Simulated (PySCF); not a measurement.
C₅H₉FO₂.
Numbering: `[CH3:1][C@H:2]([OH:3])/[CH:4]=[CH:5]\[O:6][CH2:7][F:8]` (hydrogens: H9, H10, H11 on C1; H12 on C2; H13 on O3; H14 on C4; H15 on C5; H16, H17 on C7)

Level of theory: PBE0-D3(BJ)/def2-SVP geometry optimisation, gas phase (PySCF).

Q: List the bond lengths, angles and torsions at this level.

A: 
| bond | length (pm) |
| --- | --- |
| C1–C2 | 152.4 |
| C2–O3 | 141.0 |
| C2–C4 | 150.4 |
| C4=C5 | 133.2 |
| C5–O6 | 136.4 |
| O6–C7 | 137.3 |
| C7–F8 | 136.0 |
| C1–H9, C1–H10, C1–H11 | 110.1 |
| C2–H12 | 110.1 |
| O3–H13 | 96.4 |
| C4–H14 | 109.5 |
| C5–H15 | 109.7 |
| C7–H16 | 110.0 |
| C7–H17 | 110.7 |

Bonds in one row agree within 1 pm and their mean is given. A selection of angles:
| angle | degrees |
| --- | --- |
| C1–C2–O3 | 111.4 |
| C1–C2–C4 | 111.9 |
| O3–C2–C4 | 111.3 |
| C2–C4–C5 | 124.9 |
| C4–C5–O6 | 121.7 |
| C5–O6–C7 | 116.3 |
| O6–C7–F8 | 111.2 |
| H13–O3–C2 | 107.7 |

Dihedral angles: C1–C2–C4–C5 -96° (anticlinal); C2–C4–C5–O6 2° (synperiplanar); C4–C5–O6–C7 -160° (antiperiplanar); C5–O6–C7–F8 74° (synclinal); H13–O3–C2–C1 -58° (synclinal).

The 3 C–O bonds span 1.364 Å (C5–O6, drawn single) to 1.410 Å (C2–O3, drawn single), a spread of 0.046 Å. The 3 C–C bonds span 1.332 Å (C4=C5, drawn double) to 1.524 Å (C1–C2, drawn single), a spread of 0.192 Å. O3 (alcohol oxygen) is bent (angle 107.7°). O6 (ether oxygen) is bent (angle 116.3°). Of the pairs four or more bonds apart, O6···H12 is among the closest relative to their van der Waals radii: 2.52 Å, 93 % of the sum of Bondi's values.

Point group: C1 (no symmetry element, even within 0.4 Å). PBE0-D3(BJ)/def2-SVP frequencies: not computed here. One conformer, not necessarily the lowest (C1–C2–O3–H -58°, C1–C2–C4–C5 -96°, C4–C5–O6–C7 -160°, C5–O6–C7–F8 74°).

Time: 52 s of wall time; peak memory 0.65 GiB. Hardware: Arm Neoverse V1, one thread, shared host. That covers the optimisation of the geometry.
